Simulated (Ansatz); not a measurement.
Stepwise reaction of molybdenum dichloride dioxide with ammonia, as a gas-phase model of exchange steps in deposition or etching. ΔE in kJ/mol; ΔG adds harmonic PBE0-D4 terms to CCSD(T)/CBS, at 1 bar.

Computed with Ansatz on PBE0-D4/def2-TZVP structures; ΔE is electronic, products minus reactants. CBS: MP2 limit from def2 TZ/QZ plus the TZ coupled-cluster correction, frozen cores. This one scheme is used for every species. DFT in def2-TZVPP. B3LYP here is the variant with VWN-RPA as its local correlation; programs differ in this. Elements past krypton have def2 core potentials. For Mo outer-core shells are correlated without core-valence functions, which leaves a few kJ/mol of doubt a bond. Each species was taken in one conformer, which may not be the lowest.

| step | reaction | PBE-D4 | B3LYP-D4 | ωB97M-V | CCSD(T)/CBS | ΔG(400 K) |
| --- | --- | --- | --- | --- | --- | --- |
| 1 | `[O]=[Mo](=[O])([Cl])[Cl]` + NH₃ → `[NH2][Mo](=[O])(=[O])[Cl]` + HCl | 48.5 | 46.2 | 44.7 | 49.4 | 40.6 |
| 2 | `[NH2][Mo](=[O])(=[O])[Cl]` + NH₃ → `[NH2][Mo]([NH2])(=[O])=[O]` + HCl | 71.9 | 70.1 | 68.9 | 74.0 | 66.0 |

By hand: ΔE of the 2 steps together at CCSD(T)/CBS.

(49.4) + (74.0) = 123.4 kJ/mol, or 61.7 kJ/mol a step.

In ΔE each step is higher than the one before. All are uphill at CCSD(T)/CBS. ΔG lies between 40.6 and 66.0 kJ/mol a step. PBE-D4 differs from CCSD(T)/CBS by -2.1 to -0.9 kJ/mol a step. Isolated molecules leave out the surface, adducts and barriers. Largest T1 diagnostic: 0.024.
